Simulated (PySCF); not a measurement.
## Electric field gradients and quadrupole coupling constants

Species: (HBe-mu-OH)2.
Structure used (PBE0-D3(BJ)/def2-SVP), in Å, numbered top down from 1:
```xyz
8
Be2H4O2 angstrom
Be    -0.8199    0.5099    0.6291
H     -1.7875    1.0912    1.3649
O     -0.5709    0.2351   -0.9344
Be     0.8209   -0.5069   -0.6302
H      1.7764   -1.1148   -1.3603
O      0.5775   -0.2220    0.9323
H     -1.0665    0.4216   -1.7318
H      1.0700   -0.4140    1.7303
```

Field gradients from the PBE0/pcSseg-1 density (PySCF, non-relativistic), principal values in atomic units, ordered |Vxx| ≤ |Vyy| ≤ |Vzz|:

```
atom      Vxx      Vyy     Vzz
  O3  -0.3630  -0.9993  1.3623
  O6  -0.3640  -0.9985  1.3625
```

Problem. Find the asymmetry η = (Vxx − Vyy)/Vzz and the couplings χ = eQV/h (234.96 MHz × Q in barn × V in au), with Q(17O) = −0.0256 b.

Solution. 
| atom | environment | nucleus | η | χzz (MHz) | χxx (MHz) | χyy (MHz) |
| --- | --- | --- | --- | --- | --- | --- |
| O3 | oxygen bonded to 2 Be and H | 17O | 0.47 | -8.19 | 2.18 | 6.01 |
| O6 | oxygen bonded to 2 Be and H | 17O | 0.47 | -8.20 | 2.19 | 6.01 |

The tensor is traceless: Vxx + Vyy + Vzz = 0.

Problem. What is Vzz at O6 in SI units (1 au = 9.71736 × 10²¹ V/m²)?

Solution. 1.3625 au = 13.240 × 10²¹ V/m².

Problem. And the gradient at the other heavy atoms, for which no coupling is worked out here?

Solution. 
```json
{"atom": "Be1", "environment": "beryllium bonded to 2 O and H", "Vzz (au)": "0.140", "η": "0.90"}
{"atom": "Be4", "environment": "beryllium bonded to 2 O and H", "Vzz (au)": "0.140", "η": "0.90"}
```

Problem. What couplings would deuterons (Q(2H) = 0.00286 b) have in place of the hydrogens, at this geometry?

Solution. 
```csv
atom,bonded to,bond length (Å),Vzz (au),η,χzz (kHz)
H2,Be1,1.347,0.1255,0.03,84
H5,Be4,1.347,0.1255,0.03,84
H7,O3,0.957,0.4987,0.05,335
H8,O6,0.957,0.4988,0.05,335
```

The structure is a single PBE0-D3(BJ)/def2-SVP conformer in the gas phase; no vibrational or solvent corrections. The small basis limits the accuracy of the gradients.

These values come from a run that also computed NMR shieldings. On one thread, Arm Neoverse V1, on a shared host, this took 5.2 s (grids of density and orbitals included).
